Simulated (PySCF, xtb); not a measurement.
O3Zr, SMILES [O]=[Zr]1[O][O]1, multiplicity 1.

GFN2-xTB in xtb at its own geometry gives an orbital gap of 2.63 eV and a dipole moment of 9.90 D.

The structure is a stationary point at B3LYP-D3(BJ)/def2-TZVP. The multiplicity is an assumed one; other spin states were not compared. The def2 effective core potentials stand for the cores of Zr; spin–orbit coupling is left out.

Problem. What does PBE/def2-TZVPD (PySCF) give? (Estimate from the structure and the level; the computed values follow.)

Solution. gap 1.76 eV (levels -5.33 and -3.57 eV), dipole 6.99 D.
